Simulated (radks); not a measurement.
The numbers below are computed, except where a source is named.
Ionisation of neutral helium, [He], to He+, 1s1, under several functionals. Scalar-relativistic Kohn-Sham, spin-polarised, spherical densities, point nucleus; open shells are filled with parallel spins first; a radial shooting solver on a logarithmic mesh with Libxc functionals.

functional                                        E(He) (hartree)  Exc (hartree)  IE (eV)  -e(HOMO) (eV)  <r> HOMO (bohr)  IE error (eV)
LDA (Slater exchange, Perdew-Zunger correlation)         -2.83442       -0.97249   24.284         15.517           0.9595         -0.303
BP86                                                     -2.90648       -1.06147   24.861         15.890           0.9424         +0.273
XLYP                                                     -2.91413       -1.06996   24.900         15.999           0.9454         +0.313
LDA (Slater exchange, Perdew-Wang correlation)           -2.83459       -0.97288   24.292         15.518           0.9593         -0.295
PBE                                                      -2.89307       -1.04623   24.468         15.764           0.9458         -0.119
BLYP                                                     -2.90721       -1.06211   24.816         15.916           0.9456         +0.228
revPBE                                                   -2.90810       -1.06434   24.629         15.794           0.9431         +0.042

NIST Atomic Spectra Database: 24.587 eV (measured). Closest: revPBE. The Delta-SCF values span 0.62 eV, the total energies 0.08 hartree. The highest occupied level is 1s.
